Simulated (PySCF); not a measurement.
Can point charges reproduce the dipole moment of `C=CC[As](C)C`?

Coordinates (PBE0-D3(BJ)/def2-SVP, Å) and charges (e) from the PBE0/pcSseg-1 density (PySCF):

| atom | x | y | z | Mulliken | IAO | Hirshfeld | ESP-fitted |
| --- | --- | --- | --- | --- | --- | --- | --- |
| C1 | 3.050 | -0.389 | 0.167 | -0.1604 | -0.3226 | -0.1109 | -0.5163 |
| C2 | 1.840 | -0.056 | 0.625 | -0.2305 | -0.1287 | -0.0471 | -0.1461 |
| C3 | 0.580 | -0.804 | 0.365 | -0.3179 | -0.4376 | -0.1233 | -0.0945 |
| As4 | -0.534 | 0.082 | -1.030 | +0.1093 | +0.5281 | +0.2108 | -0.0221 |
| C5 | -2.196 | -0.895 | -0.638 | -0.4282 | -0.6122 | -0.1776 | -0.4632 |
| C6 | -0.968 | 1.704 | -0.007 | -0.4303 | -0.6115 | -0.1776 | -0.3629 |
| H7 | 3.204 | -1.291 | -0.434 | +0.1131 | +0.1401 | +0.0422 | +0.2061 |
| H8 | 3.927 | 0.228 | 0.375 | +0.1198 | +0.1479 | +0.0444 | +0.2038 |
| H9 | 1.741 | 0.861 | 1.219 | +0.1149 | +0.1370 | +0.0413 | +0.1709 |
| H10 | 0.789 | -1.821 | -0.003 | +0.1417 | +0.1449 | +0.0383 | +0.1342 |
| H11 | -0.034 | -0.885 | 1.277 | +0.1420 | +0.1386 | +0.0360 | +0.0795 |
| H12 | -2.085 | -1.945 | -0.948 | +0.1403 | +0.1498 | +0.0384 | +0.1362 |
| H13 | -3.022 | -0.454 | -1.216 | +0.1413 | +0.1507 | +0.0385 | +0.1701 |
| H14 | -2.447 | -0.860 | 0.433 | +0.1288 | +0.1371 | +0.0352 | +0.1324 |
| H15 | -1.268 | 1.467 | 1.025 | +0.1285 | +0.1365 | +0.0351 | +0.1098 |
| H16 | -1.794 | 2.231 | -0.508 | +0.1424 | +0.1510 | +0.0391 | +0.1420 |
| H17 | -0.097 | 2.374 | 0.011 | +0.1448 | +0.1509 | +0.0375 | +0.1202 |

Q: Form Σ q r in debye for every column and set it beside the full dipole.

A: The full density gives (-0.79, -0.01, 0.82) D, 1.14 D in size; dipole vectors point from the negative to the positive end.

```json
{"scheme": "Mulliken", "μx": "-0.61", "μy": "-0.05", "μz": "0.03", "size (D)": "0.61", "share of the full size (%)": "54", "angle to the full dipole (°)": "43"}
{"scheme": "IAO", "μx": "-0.02", "μy": "0.17", "μz": "-1.47", "size (D)": "1.48", "share of the full size (%)": "130", "angle to the full dipole (°)": "135"}
{"scheme": "Hirshfeld", "μx": "-0.18", "μy": "0.06", "μz": "-0.73", "size (D)": "0.76", "share of the full size (%)": "67", "angle to the full dipole (°)": "122"}
{"scheme": "ESP-fitted", "μx": "-0.88", "μy": "0.00", "μz": "0.81", "size (D)": "1.20", "share of the full size (%)": "105", "angle to the full dipole (°)": "3"}
```

Q: Which set comes closest?

A: Length of the difference vector: ESP-fitted 0.09 D, Mulliken 0.81 D, Hirshfeld 1.67 D, IAO 2.42 D. Closest: ESP-fitted. 

Q: What is left for the Hirshfeld atoms' own dipoles?

A: The Hirshfeld atoms' densities add up to the full density, so μ = Σ q r + Σ (atomic dipoles). The atomic dipoles sum to (-0.79, -0.01, 0.82) − (-0.18, 0.06, -0.73) = (-0.61, -0.07, 1.55) D, 1.67 D in size.

Q: With the origin at the mean of the coordinates, (0.040, -0.027, 0.042) Å, which are the largest single terms, by size, of the Mulliken dipole along the direction of the full one?

A: C5 -2.21, C1 +1.54, H8 -1.42, H7 -1.38, C6 -1.36 D; all 17 atoms together +0.44 D. The single terms depend on the origin, their sum doesn't.

Q: Give the size of the full dipole in other units.

A: 1.14 D = 0.447 au = 0.237 e·Å = 3.79 × 10⁻³⁰ C·m.

The structure is a single PBE0-D3(BJ)/def2-SVP conformer in the gas phase; no vibrational or solvent corrections. The calculation is non-relativistic, for arsenic too.

These values come from a run that also computed NMR shieldings. Hardware: one thread, Arm Neoverse V1 (shared host). Cost: 26 s wall.

The values belong to the conformer `[CH2:1]=[CH:2][CH2:3][As:4]([CH3:5])[CH3:6]`: C1–C2–C3–As4 -102°, C2–C3–As4–C5 -164°.
